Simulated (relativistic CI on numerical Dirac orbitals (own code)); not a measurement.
**One change at a time: Co¹³⁺**

Base calculation: Dirac-Coulomb-Breit CI, orbitals from a KLI potential per configuration, QED by a radiative potential, unscaled Slater integrals.

Configurations in the expansion (outside the closed core [Ne]): 3s2 3p2, 3s 3p3, 3s2 3p 3d, 3p4, 3s 3p2 3d, 3p3 3d, 3s 3p 3d2, 3s2 3p 4s, 3s2 3d 4p, 3p3 4s, 3s2 3p 4p, 3p3 4p, 3s 3p 3d 4s, 3s2 3p 4d, 3s 3p2 4s, 3s2 3p 4f, 3s 3p2 4p, 3p2 3d 4p, 3s 3p2 4d, 3s 3p2 4f, 3s2 3p 5s, 3s2 3p 5p, 3s2 4s 4p, 3s2 3p 5d, 3s2 3p 5f, 3s2 3p 5g, 3s 3p 4s2, 3s 3p2 5s, 3s2 3d2, 3s 3d3, 3p2 3d2, 3p 3d3, 3p 3d2 4s, 3p 3d2 4p, 3p 3d2 4d, 3s2 3d 4s, 3s 3d2 4s, 3s 3p 3d 4p, 3s 3d2 4p, 3s 3d 4s 4p, 3s 3d 4p2, 3s 3d 4p 4d, 3p2 3d 4s, 3p 3d 4s2, 3p 3d 4s 4p, 3p 3d 4s 4d, 3s2 4s2, 3s 3d 4s2, 3s2 4p2, 3s 3p 4s 4p, 3s 4s2 4p, 3s 4s 4p2, 3s 4s 4p 4d. Double excitations out of closed p, d and f shells are left out; levels of such configurations are missing from the list, as are those of other unlisted configurations, and high levels can miss mixing partners. These lack a partner that the ground configuration has and come out too high: 3s 3p2 4d, 3s 3p2 4f, 3s 3p2 5s, 3s2 3p 4f, 3s2 3p 5s.

The lowest level and the first level of each name with at least 55 % of one term (blank where a level has no safe partner in the second run):

| Level | Base (cm⁻¹) | Shift (cm⁻¹) |
| --- | --- | --- |
| 3s2 3p2 3P_0 | 0 | 0 |
| 3s2 3p2 3P_1 | 11605 | -84 |
| 3s2 3p2 3P_2 | 22601 | +329 |
| 3s2 3p2 1D_2 | 56295 | +2341 |
| 3s2 3p2 1S_0 | 104606 | +9084 |
| 3s 3p3 5S°_2 | 229878 | -21419 |
| 3s 3p3 3D°_1 | 310590 | +15267 |
| 3s 3p3 3D°_2 | 310791 | +14526 |
| 3s 3p3 3D°_3 | 314500 | +14751 |
| 3s 3p3 3P°_0 | 357434 | +8121 |
| 3s 3p3 3P°_1 | 358396 | +8831 |
| 3s 3p3 3P°_2 | 359139 | +10741 |
| 3s 3p3 3S°_1 | 454477 | +11875 |
| 3s2 3p 3d 3F°_2 | 464441 | -9837 |

At this charge energies of transitions that change n are usually good to better than 1 %, and those within a shell (Δn = 0) to a few per cent.

Question: One thing was changed in a second run, which moved the levels as shown. Which?
A. P86 correlation estimate
B. QED terms removed
C. Breit term removed
D. configuration mixing switched off

Answer: D. Configuration mixing switched off. Without mixing, levels that were pushed by configurations of the same parity and J return to their single-configuration places.

LS names give the leading component of a level, which can be under half, so a name can repeat, a term be missing and a line seem to break the LS rules.
